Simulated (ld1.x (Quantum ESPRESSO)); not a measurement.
**bromine: excitation energies, all-electron against TM**

```
Element                 : Br
Generator               : ld1.x (Quantum ESPRESSO) 7.5
Type                    : norm-conserving Troullier–Martins (Kleinman–Bylander form)
Functional              : LDA (PZ)
Relativity              : fully relativistic
Frozen core             : [Ar] 3d10
Valence charge          : 7
Reference configuration : 4s2 4p5
Partial waves           : 4p (bound): rc 1.50 bohr; 4d channel at 0.35 Ry: rc 1.30 bohr; 4s (bound): rc 1.30 bohr
Local potential         : the s channel
Core correction         : Bessel-smoothed model core inside 0.90 bohr
```

Open shells are filled in proportion to 2j + 1 (rel_dist='average').

Energies are relative to the spin-unpolarised reference configuration 4s2 4p5; without spin polarisation the order of configurations can differ from experiment. The frozen-core shift is the all-electron ΔE with the core orbitals held at their reference shape minus the fully relaxed ΔE.

Problem. Give the all-electron excitation energy and the error of the potential for: 4s2 4p4; 4s2 4p3; 4s2 4p2; 4s1 4p6; 4s1 4p5; 4s2 4p4.5; 4s2 4p5.3.

Solution.

| valence configuration | charge | ΔE all-electron (eV) | error AE − PS (meV) | frozen-core shift (meV) |
| --- | --- | --- | --- | --- |
| 4s2 4p4 | +1 | 12.714 | +2.2 | +2.6 |
| 4s2 4p3 | +2 | 35.664 | +8.5 | +20 |
| 4s2 4p2 | +3 | 69.893 | +12 | +78 |
| 4s1 4p6 | 0 | 12.408 | -3.6 | +3.6 |
| 4s1 4p5 | +1 | 25.746 | +0.1 | +12 |
| 4s2 4p4.5 | +0.5 | 5.153 | +0.5 | +0.4 |
| 4s2 4p5.3 | -0.3 | -2.009 | +0.1 | +0.1 |

Levels in the configuration 4s1 4p6:

| level | all-electron (eV) | pseudo (eV) |
| --- | --- | --- |
| 4s j=1/2 | -21.111 | -21.117 |
| 4p j=1/2 | -8.956 | -8.956 |
| 4p j=3/2 | -8.425 | -8.423 |

Note: ghost states, extra bound levels that the all-electron valence spectrum of the same l lacks: d5/2 at -54.7 eV, d3/2 at -53.4 eV. A true bound ghost makes a file unfit for plane-wave use.
